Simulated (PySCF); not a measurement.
Several structures and their simulated spectra, in scrambled order.

A. `COC(F)(OC)[C@H](C)F`
B. `C=C(C=C(C)C)O[SiH3]`
C. `FC(F)(F)c1nc(Cl)c[nH]1`

Spectrum 1. $^{13}$C{$^{1}$H} NMR (computed): δ 166.2 (C), 146.4 (C), 127.8 (CH), 94.2 (CH2), 31.6 (CH3), 22.2 (CH3).

Spectrum 2. $^{13}$C{$^{1}$H} NMR (computed): δ 127.6 (C), 90.5 (CH), 54.2 (CH3), 51.8 (CH3), 17.7 (CH3).

Spectrum 3. $^{13}$C{$^{1}$H} NMR (computed): δ 144.3 (C), 137.4 (C), 127.4 (C), 118.2 (CH).

PySCF 2.14.0 with density-fitted response routines calculation with PBE0/pcSseg-1 with gauge-including orbitals and GFN2-xTB structure; equivalent nuclei averaged, gas phase, non-relativistic, single conformer.

Scale: $^{13}$C (186.93 ppm) against TMS (reference shieldings calculated alike). Splittings of carbon signals by F and P are missing where no couplings were computed. Shifts are as computed. Against solution values, carbons near 30 ppm lie about +3 ppm off and those near 130 ppm about +5 ppm; carbons on Cl a further +6 ppm. Of 1211 compounds with measured shifts, 218 miss one by over three times the rms of a fit or turn the order of signals round; such compounds aren't used in these exercises. Carbons bonded to Cl come out too deshielded.

Problem. Which spectrum belongs to which compound?

Solution. 1–B, 2–A, 3–C.

- Spectrum 1 (B): 6 $^{13}$C signals; δC 166.2 is an alkene carbon bearing oxygen; δC 146.4 is a fully substituted alkene carbon.
- Spectrum 2 (A): 5 $^{13}$C signals; δC 127.6 is an sp3 carbon bearing two oxygens; δC 90.5 is an sp3 CH bonded to F.
- Spectrum 3 (C): 4 $^{13}$C signals; δC 127.4 is a CF3 carbon; δC 144.3 is an aromatic carbon bearing chlorine.
